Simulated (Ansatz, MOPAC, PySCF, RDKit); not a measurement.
Complex: CHN (SMILES C#N) (first 3 atoms) with C2H6O (SMILES COC); geometry from B3LYP-D3(BJ)/def2-TZVP, rigid monomers moved along the line of their centres of mass till H3···O5 is 2.24 Å.
(charge 0, multiplicity 1):
```csv
atom,x (Å),y (Å),z (Å)
C,-0.2934,0.1884,-0.3061
N,-0.3619,0.3099,-1.4448
H,-0.2267,0.0738,0.7655
C,0.1119,-1.4165,3.6175
O,-0.0820,-0.1655,2.9845
C,-0.0295,0.9270,3.8828
H,-0.6648,-1.6016,4.3682
H,1.0934,-1.4643,4.1030
H,0.0554,-2.1839,2.8474
H,-0.8121,0.8463,4.6458
H,-0.1879,1.8343,3.3023
H,0.9460,0.9821,4.3794
```

| level | interaction energy (kcal/mol) | cost |
|---|---|---|
| UFF | 1.97 | - |
| AM1 | -2.65 | - |
| PM7 | -3.25 | - |
| HF/STO-3G (no counterpoise) | -3.99 | - |
| HF/3-21G (no counterpoise) | -9.93 | - |
| HF/6-31G* (no counterpoise) | -5.89 | - |
| PBE/def2-TZVPPD | -4.75 | ×1 |
| PBE-D3(BJ)/def2-TZVPPD | -5.44 | ×1 |
| BP86/6-31G* (no counterpoise) | -5.44 | - |
| B3LYP/3-21G (no counterpoise) | -10.41 | - |
| B3LYP/6-31G* | -4.96 | - |
| B3LYP/def2-TZVPPD | -4.64 | ×1 |
| B3LYP-D3(BJ)/def2-TZVPPD | -5.66 | ×1 |
| B3LYP-D4/def2-TZVPPD | -5.47 | ×1 |
| wB97X-V/def2-TZVPPD | -5.51 | ×3 |
| MP2/6-31G* (no counterpoise) | -6.78 | - |
| MP2/aug-cc-pVDZ | -5.18 | - |
| SCS-MP2/aug-cc-pVDZ | -4.81 | - |
| CCSD/aug-cc-pVDZ | -4.97 | - |
| CCSD(T)/aug-cc-pVDZ | -5.07 | ×20 |

The rows run from -10.41 (B3LYP/3-21G (no counterpoise)) to 1.97 kcal/mol (UFF). In aug-cc-pVDZ the value moves MP2 -5.18, CCSD -4.97, CCSD(T) -5.07, a shift of 0.11 from MP2 to CCSD(T). The dispersion term adds -0.69 in PBE-D3(BJ), -1.02 in B3LYP-D3(BJ), -0.82 in B3LYP-D4. The 3 functionals in def2-TZVPPD without D3 or D4 span 0.87, from wB97X-V to B3LYP.

Interaction energies are E(AB) − E(A) − E(B) at the monomers' geometry in the complex; basis-set methods are counterpoise corrected. Rows marked so take none. RDKit's UFF carries no charges.

Frozen-core correlation. Rows in 3-21G, 6-31G*, STO-3G carry no dispersion term and start afresh at each structure (6-31G* with six Cartesian d functions). MP2/6-31G* freezes PySCF's default core. The state that AM1, PM7 reach isn't checked; PM7 holds dispersion and hydrogen-bond terms.

The values were computed with Ansatz (a first-principles code); MOPAC for AM1, PM7 (differences of heats of formation); PySCF for 3-21G rows, 6-31G* rows, STO-3G rows, the dispersion terms; RDKit for the force fields. Each number belongs to the level named beside it.

Costs are rough ratios of core time to PBE/def2-TZVPPD (about 12 s over the structures, on one shared machine); a dash marks a level with no comparable run of its own.
